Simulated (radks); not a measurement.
Results of a calculation; reference values are marked as such.
Polarisability of the nitrogen ion N4+, [He] 2s1, at imaginary frequency. Level of theory: non-relativistic Kohn-Sham, exchange-only LDA, spin-polarised, spherical densities, point nucleus; open shells are filled with parallel spins first (a radial shooting solver on a logarithmic mesh with Libxc functionals). Response by self-consistent Sternheimer equations with the Hartree and adiabatic exchange-only LDA kernel.

w (hartree),alpha1(iw) (bohr^3),alpha2(iw) (bohr^5)
0.00266,1.573,0.5252
0.0143,1.571,0.5252
0.0360,1.561,0.5251
0.0697,1.528,0.5247
0.118,1.450,0.5237
0.186,1.302,0.5214
0.280,1.072,0.5166
0.413,0.7922,0.5069
0.605,0.5247,0.4874
0.892,0.3199,0.4496
1.35,0.1854,0.3801
2.12,0.1023,0.2706
3.59,0.05047,0.1427
6.94,0.02008,0.04828
17.5,0.005471,0.008494

Static values: alpha1 = 1.573 bohr^3 (0.2331 angstrom^3; uncoupled 1.865), alpha2 = 0.5252 bohr^5, alpha3 = 0.8877 bohr^7. C6 = 0.8014, C8 = 2.371, triple-dipole C9 = 0.9116 atomic units. One-pole (London) frequency 4 C6 / (3 alpha1^2) = 0.432 hartree, against 3.236 for minus the highest occupied eigenvalue. The dipole shielding factor is 0.429, as the force sum rule N/Z = 0.429 demands.
